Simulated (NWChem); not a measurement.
**Lowest excitation of hydronium (H3O (+1))**

SMILES: [OH3+]
```xyz
4

O      0.0000     0.0774     0.0000
H     -0.4720    -0.2067     0.8177
H     -0.4720    -0.2067    -0.8177
H      0.9443    -0.2062     0.0000
```
Charge +1, spin multiplicity 1.

Everything below was run with NWChem. The geometry was optimised at B3LYP/def2-SVP, a minimum by its harmonic frequencies.

Basis set: aug-cc-pVDZ.

| method | lowest vertical singlet excitation energy (eV) | relative cost | difference from EOM-CCSD |
|---|---|---|---|
| TD-PBE0 | 11.46 | under 3 | -0.23 |
| CIS | 12.96 | 1 | +1.27 |
| TD-B3LYP | 11.12 | under 3 | -0.57 |
| EOM-CCSD | 11.69 | under 3 | 0.00 |
| TD-PBE | 10.74 | under 3 | -0.95 |

The values span 2.22 eV, from TD-PBE (lowest) to CIS (highest). Relative cost: rough, from shared machines, SCF included, CIS = 1.

The correlated methods keep 1 core orbital frozen. B3LYP has NWChem's definition, with VWN1-RPA local correlation. Differences from the coupled-cluster row are differences between methods, not errors against experiment.
